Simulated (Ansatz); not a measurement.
Born–Oppenheimer molecular dynamics of C$_{2}$H$_{6}$Cl$_{2}$FNSi (13 atoms, charge 0, multiplicity 1). It goes on from the last frame of an earlier run, with new velocities.

These are results of RKS CAM-B3LYP-D4/STO-3G in Ansatz, not measurements.

* ensemble: NVT, Langevin thermostat
* time step: 0.5 fs
* steps asked: 250
* set temperature: 1000 K
* friction: 0.005 /fs
* seed: 134607

First frame:

```xyz
13
Properties=species:S:1:pos:R:3
Si 0.092 -0.079 -0.031
N -0.068 -0.194 1.654
C -1.220 -0.615 2.479
H -1.955 -1.198 1.904
H -0.941 -1.206 3.294
H -1.748 0.242 2.940
C 0.921 0.604 2.426
H 1.515 -0.010 3.121
H 1.690 1.079 1.766
H 0.364 1.409 2.986
F 1.625 -0.350 -0.544
Cl -0.336 1.843 -0.705
Cl -1.250 -1.377 -0.895
```

Q: How far do the bonds stretch over the last three quarters of this one trajectory? (Pairs bonded in most of those frames.)

A: 
| bond | mean (Å) | spread (Å) | shortest | longest |
| --- | --- | --- | --- | --- |
| Si1–N2 | 1.716 | 0.033 | 1.66 | 1.78 |
| Si1–F11 | 1.620 | 0.037 | 1.56 | 1.68 |
| Si1–Cl12 | 2.134 | 0.093 | 1.99 | 2.27 |
| Si1–Cl13 | 2.124 | 0.062 | 2.01 | 2.23 |
| N2–C3 | 1.493 | 0.028 | 1.44 | 1.56 |
| N2–C7 | 1.493 | 0.021 | 1.44 | 1.53 |
| C3–H4 | 1.103 | 0.026 | 1.05 | 1.15 |
| C3–H5 | 1.107 | 0.025 | 1.06 | 1.16 |
| C3–H6 | 1.112 | 0.047 | 1.03 | 1.19 |
| C7–H8 | 1.111 | 0.021 | 1.07 | 1.15 |
| C7–H9 | 1.107 | 0.022 | 1.06 | 1.16 |
| C7–H10 | 1.111 | 0.039 | 1.05 | 1.18 |

Mean temperature of the second half: 706 K. The mean temperature of the second half is 29 % below the set value. A run of 0.12 ps of so small a system gives no equilibrium averages. Limits of this set-up: minimal basis.

Run time: 21 min on 1 thread of Arm Neoverse V1, with other jobs on the host, peak memory 0.17 GiB.
